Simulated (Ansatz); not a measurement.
Ideal-gas functions of H5InOSi, SMILES `[SiH3][O][InH2]` at 298.15 K and 1 bar, from an Ansatz frequency run at PBE0-D4/def2-TZVP.

Molar mass 163.94 g/mol, point group Cs (symmetry number 1), electronic degeneracy 1, moments of inertia 15.905, 316.337, 326.371 u Å². Harmonic wavenumbers (cm⁻¹, unscaled): 55, 91, 104, 399, 438, 552, 564, 725, 736, 955, 958, 992, 1011, 1868, 1891, 2169, 2195, 2203.

Use S(trans) = R[1.5 ln M + 2.5 ln T − 1.1517]; rotational temperatures θ = 24.2544 K / I; S(rot) = R[ln(√π/σ · √(T³/θAθBθC)) + 1.5]; for each mode x = 1.438777 ν̃/T, S = R[x/(eˣ − 1) − ln(1 − e⁻ˣ)] and H = RT x/(eˣ − 1); 1 cm⁻¹ = 0.0119627 kJ/mol; R = 8.31446 J/(mol·K).

By hand: the entropy, in J/(mol·K).

Translation 172.5. Rotation: θ = 1.525, 0.0767, 0.0743 K, giving 108.0. Vibration, mode by mode: 19.37, 15.22, 14.13, 4.04, 3.48, 2.26, 2.16, 1.16, 1.11, 0.47, 0.46, 0.40, 0.37, 0.01, 0.01, 0.00, 0.00, 0.00, in all 64.7. Electronic 0.0. Sum 345.2 J/(mol·K).

By hand: H − E and G − E in kJ/mol, counted from the electronic energy.

Zero-point energy ½ × 17906 × 0.0119627 = 107.1; thermal vibration 9.5; translation, rotation and pV give 4 RT = 9.9. H − E = 126.5 kJ/mol, and G − E = 126.5 − 298.15 × 345.2/1000 = 23.6 kJ/mol.

Vibration gives 19 % of the entropy, 48.7 J/(mol·K) of it from the modes under 150 cm⁻¹: soft modes count most, and the harmonic formula is weakest for them.
